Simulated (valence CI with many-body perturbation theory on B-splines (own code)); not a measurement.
**Level structure of Ag6+**

Level of theory: relativistic CI+MBPT: five valence electrons over a frozen Dirac-Fock core [Kr], a basis of 7 s, 7 p, 8 d, 6 f, 4 g, 1 h functions for each j, with the one-electron correlation potential Σ1 (screened to all orders), the two-electron term Σ2, the three-electron term Σ3, Breit, model QED; selected single and double excitations, second order for the rest, scaled by the run's own slope (own B-spline code, finite nucleus).

Against 33 measured levels this calculation errs by 362 cm⁻¹ on average and by 1022 at most. These come from a selection out of Gamrath, thesis, University of Mons (2023). Levels without a partner in it may be off by more, other configurations by 1,000 to 8,000 cm⁻¹. Among the levels kept, up to 1600 cm⁻¹ of a level comes from second order outside the variational space, and about a tenth of that is noise between levels of different J, which matters for small intervals. Only levels of the ground parity were solved; by the run's estimate the other parity begins above the list, which can be wrong where configurations are misplaced.

Levels 1 to 45 of 56, with energies above the lowest level, 4d5 6S_5/2. "Leading %" is the weight of the configuration and term that name the level; weights of strongly mixed levels are sums over their largest components and can fall short. In the jj column 3d3/2^4 stands for four electrons in 3d with j = 3/2.

```
No.  Configuration  Term     J  E (cm⁻¹)  Leading %  Second component                 Leading jj
  1            4d5    6S   5/2       0.0         97                       4d3/2^2 4d5/2^3 (40 %)
  2            4d5    4G   5/2     29159         84        7 % 4d5 2F       4d3/2^4 4d5/2 (30 %)
  3            4d5    4G   7/2     30069         93                       4d3/2^3 4d5/2^2 (51 %)
  4            4d5    4G  11/2     30356         96                       4d3/2^2 4d5/2^3 (44 %)
  5            4d5    4G   9/2     30570         97                       4d3/2^2 4d5/2^3 (62 %)
  6            4d5    4P   5/2     32412         44       38 % 4d5 4D       4d3/2^4 4d5/2 (33 %)
  7            4d5    4P   3/2     33446         51       45 % 4d5 4D     4d3/2^3 4d5/2^2 (72 %)
  8            4d5    4P   1/2     35081         62       35 % 4d5 4D     4d3/2^2 4d5/2^3 (55 %)
  9            4d5    4D   7/2     36713         91                       4d3/2^2 4d5/2^3 (64 %)
 10            4d5    4D   1/2     39003         64       34 % 4d5 4P     4d3/2^2 4d5/2^3 (76 %)
 11            4d5    4D   5/2     39628         52       34 % 4d5 4P     4d3/2^3 4d5/2^2 (36 %)
 12            4d5    4D   3/2     40119         50       46 % 4d5 4P     4d3/2^2 4d5/2^3 (51 %)
 13            4d5    2I  11/2     43065         88        9 % 4d5 2H     4d3/2^2 4d5/2^3 (53 %)
 14            4d5    2I  13/2     44524         99                       4d3/2^2 4d5/2^3 (99 %)
 15            4d5    2D   5/2     47531         38       34 % 4d5 2F       4d3/2 4d5/2^4 (33 %)
 16            4d5    2D   3/2     48468         50       47 % 4d5 4F     4d3/2^2 4d5/2^3 (60 %)
 17            4d5    4F   7/2     48998         47       35 % 4d5 2F     4d3/2^3 4d5/2^2 (65 %)
 18            4d5    4F   9/2     49169         56       35 % 4d5 2G     4d3/2^3 4d5/2^2 (57 %)
 19            4d5    4F   5/2     51208         73       20 % 4d5 2F     4d3/2^2 4d5/2^3 (70 %)
 20            4d5    2F   7/2     53498         48       32 % 4d5 4F       4d3/2 4d5/2^4 (61 %)
 21            4d5    2H   9/2     53618         53       31 % 4d5 4F     4d3/2^2 4d5/2^3 (88 %)
 22            4d5    4F   3/2     54068         49       47 % 4d5 2D       4d3/2 4d5/2^4 (55 %)
 23            4d5    2G   7/2     55839         70       28 % 4d5 2F     4d3/2^2 4d5/2^3 (74 %)
 24            4d5    2H  11/2     57466         86       10 % 4d5 2I       4d3/2 4d5/2^4 (80 %)
 25            4d5    2F   5/2     57597         70       23 % 4d5 2D     4d3/2^2 4d5/2^3 (41 %)
 26            4d5    2G   9/2     58999         49       38 % 4d5 2H       4d3/2 4d5/2^4 (70 %)
 27            4d5    2F   7/2     59945         80       14 % 4d5 4F       4d3/2 4d5/2^4 (48 %)
 28            4d5    2F   5/2     60409         59       27 % 4d5 2D             4d5/2^5 (48 %)
 29            4d5    2S   1/2     64301         95                       4d3/2^3 4d5/2^2 (38 %)
 30            4d5    2D   3/2     72175         97                       4d3/2^3 4d5/2^2 (34 %)
 31            4d5    2D   5/2     73493         91        6 % 4d5 2F       4d3/2 4d5/2^4 (43 %)
 32            4d5    2G   9/2     79175         98                       4d3/2^2 4d5/2^3 (79 %)
 33            4d5    2G   7/2     79688         96                       4d3/2^2 4d5/2^3 (44 %)
 34            4d5    2P   3/2     94409         92        6 % 4d5 2D     4d3/2^2 4d5/2^3 (74 %)
 35            4d5    2P   1/2     95528         96                       4d3/2^2 4d5/2^3 (44 %)
 36            4d5    2D   5/2    104770         98                       4d3/2^2 4d5/2^3 (80 %)
 37            4d5    2D   3/2    105550         92        6 % 4d5 2P       4d3/2 4d5/2^4 (60 %)
 38         4d4.5s    6D   1/2    239390         93     5 % 4d4.5s 4P  4d3/2^2 4d5/2^2 5s (38 %)
 39         4d4.5s    6D   3/2    240590         95                      4d3/2^3 4d5/2 5s (54 %)
 40         4d4.5s    6D   5/2    242240         97                    4d3/2^2 4d5/2^2 5s (63 %)
 41         4d4.5s    6D   7/2    244080         96                    4d3/2^2 4d5/2^2 5s (49 %)
 42         4d4.5s    6D   9/2    246050         95                    4d3/2^2 4d5/2^2 5s (39 %)
 43         4d4.5s    4D   1/2    253730         90     6 % 4d4.5s 2P    4d3/2^3 4d5/2 5s (42 %)
 44         4d4.5s    4D   3/2    255570         93                    4d3/2^2 4d5/2^2 5s (47 %)
 45         4d4.5s    4D   5/2    257770         94                    4d3/2^2 4d5/2^2 5s (54 %)
```

Names give the largest LS component (configuration and term), which can be under half, so a name can repeat, a term be missing and a line seem to break the LS rules; names also repeat where a configuration has a term twice.

The ionisation energy to 4d4 5D_0 of the next ion comes out as 106.25 eV (NIST: 106 ± 2 eV (theoretical)). All 56 levels together are meant to be complete up to 270530 cm⁻¹.
